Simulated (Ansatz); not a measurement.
H$_{6}$O$_{2}$Si$_{3}$ (`[SiH3]O[Si]O[SiH3]`), relaxed with RKS PBE-D4/def2-SVP in Ansatz from a rough embedded geometry. The force threshold is 0.03 eV/Å; the program also tests the step.

The species carries charge 0 and has multiplicity 1.

Start:

```xyz
11

Si   -0.695   -0.570   -2.822
O    -0.305   -0.082   -1.358
Si   -0.110   -0.679    0.141
O     0.349    0.533    1.279
Si    0.723    0.771    2.799
H     0.225   -1.667   -3.305
H    -0.706    0.522   -3.794
H    -2.097   -1.213   -2.777
H     1.095    2.148    3.055
H     1.920   -0.106    3.153
H    -0.400    0.343    3.630
```

How much energy does the relaxation release, and in how many steps? (Estimate.)

The calculation gave: 0.68 eV, in 13 steps, 1 of them rejected.

Which bonds change most? (Estimate.)

Computed: O4–Si5 from 1.584 to 1.683 Å; Si1–O2 from 1.592 to 1.683 Å; O2–Si3 from 1.626 to 1.683 Å; Si5–H9 from 1.449 to 1.502 Å.

Give the relaxed structure. (Best estimate.)

The calculation gave: 
```xyz
11

Si   -0.801   -0.590   -2.794
O    -0.330   -0.299   -1.205
Si    0.736   -0.797   -0.002
O     0.302    0.280    1.217
Si    0.658    0.746    2.794
H     0.024   -1.692   -3.405
H    -0.616    0.667   -3.594
H    -2.248   -0.988   -2.809
H     1.063    2.192    2.795
H     1.781   -0.084    3.359
H    -0.568    0.566    3.644
```
